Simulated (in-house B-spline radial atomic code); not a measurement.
## Ionising Lu³⁺ with different functionals

Computed with a B-spline radial code for spherical atoms: four-component Dirac-Coulomb Hamiltonian, Fermi nucleus of rms radius 5.37 fm, spin-restricted, spherical fractional occupations for the functionals, and exact exchange of hybrids averaged over the configuration. The ionisation energy is the difference of two self-consistent energies, [Xe] 4f14 → [Xe] 4f13, without Breit or QED terms; ε is the level of the shell that loses the electron (mean over j). The electron is taken from both j subshells in proportion to 2j + 1, so the result is a j average, not the step between ground levels.

```csv
method,rung,ΔSCF (eV),-ε(4f) (eV)
PBE0,global hybrid,45.69,39.49
B97-1,global hybrid,?,?
BHandHLYP,global hybrid,?,?
wB97X,range-separated hybrid,45.64,41.59
```

**Question.** What does B97-1 give?

**Answer.** ΔSCF 45.78 eV, and -ε(4f) = 38.90 eV.

**Question.** What does BHandHLYP give?

**Answer.** ΔSCF 44.63 eV, and -ε(4f) = 42.76 eV.

**Question.** Among the functionals, which spreads more, the ΔSCF values or the orbital energies?

**Answer.** The orbital energies: ΔSCF values span about 1.15 eV and the orbital energies 3.86 eV.

**Question.** How do they compare with the NIST value?

**Answer.** NIST lists 45.25 eV ± 0.025 (semi-empirical, ground level to ground level). Errors run from -0.62 to +0.53 eV; wB97X is closest (+0.39 eV), but part of that can be cancellation, since the calculations leave out Breit-QED terms, spin polarisation, the choice among j levels, multiplet and fine-structure energies.
